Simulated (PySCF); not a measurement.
Run record: geometry optimisation, 2-bromophenetole (`CCOC1=CC=CC=C1Br`).

Method: PBE0-D3(BJ)/def2-SVP geometry optimisation, gas phase (PySCF 2.14.0). Start geometry: GFN2-xTB. A driver script takes a list of jobs; this job's settings line and coordinates (Å) are shown.

Input:
```
{"job": {"xc": "PBE0", "basis": "def2-SVP", "d3": "d3bj", "grid": 2, "kind": "geom"}, "charge": 0, "multiplicity": 1}
C      2.659621     0.124103    -0.601874
C      2.101400    -0.399118     0.717386
O      0.893167    -1.109841     0.543859
C     -0.256773    -0.448122     0.279895
C     -0.449692     0.928825     0.323987
C     -1.695303     1.470572     0.051750
C     -2.767200     0.660182    -0.272157
C     -2.595685    -0.713761    -0.320690
C     -1.355850    -1.250168    -0.045881
Br    -1.091196    -3.129229    -0.102889
H      2.793826    -0.701970    -1.295832
H      1.982718     0.845374    -1.054261
H      3.620318     0.601230    -0.430477
H      1.971543     0.414600     1.441357
H      2.785165    -1.136169     1.146689
H      0.364868     1.588088     0.579043
H     -1.820782     2.541936     0.091887
H     -3.732975     1.089239    -0.487012
H     -3.416973    -1.366520    -0.572242
```

Task: Estimate the output.

Result: 
```
step   0  E = -2958.32142505  max force = 0.016282
step   1  E = -2958.32337490  max force = 0.002601
step   2  E = -2958.32329038  max force = 0.002990
step   3  E = -2958.32345919  max force = 0.001460
step   4  E = -2958.32347027  max force = 0.001225
step   5  E = -2958.32348583  max force = 0.000859
step   6  E = -2958.32349360  max force = 0.000313
optimisation converged
```

Energies in Eh; «max force» is the largest Cartesian gradient component in Eh/bohr.

Task: How much energy does the optimisation release, in kcal/mol?

Result: E(step 0) − E(last step) = 0.002069 Eh, which is 1.3 kcal/mol.

Task: At which steps does the energy rise by more than 1e-5 Eh?

Result: At step 2 (+0.08 mEh).

In short: final energy -2958.32349 Eh after 6 steps; dipole 2.74 D.

Task: Where do the atoms end?

Result: 0.044 Å rms from the input after alignment:
```
atom  x, y, z in Å
C1     2.3799   -0.1812   -0.8178
C2     1.7990   -0.7148    0.4751
O3     0.6170   -1.4609    0.2743
C4    -0.5490   -0.8421    0.0348
C5    -0.7492    0.5427    0.0969
C6    -2.0078    1.0908   -0.1452
C7    -3.0898    0.2735   -0.4554
C8    -2.9061   -1.1073   -0.5220
C9    -1.6528   -1.6580   -0.2814
Br10  -1.4153   -3.5234   -0.3740
H11    2.5505   -1.0063   -1.5245
H12    1.7120    0.5469   -1.3006
H13    3.3431    0.3143   -0.6240
H14    1.6244    0.0925    1.2087
H15    2.4969   -1.4243    0.9423
H16    0.0839    1.2037    0.3374
H17   -2.1351    2.1743   -0.0901
H18   -4.0754    0.7015   -0.6474
H19   -3.7378   -1.7715   -0.7633
```

Time: 2.4 min of wall time; peak memory 1.1 GiB. Hardware: an Arm Neoverse V2 with one thread, shared host with 32 logical CPUs at a one-minute load of 17.
Labels such as C1 count atoms from 1, the log's own numbers from 0.
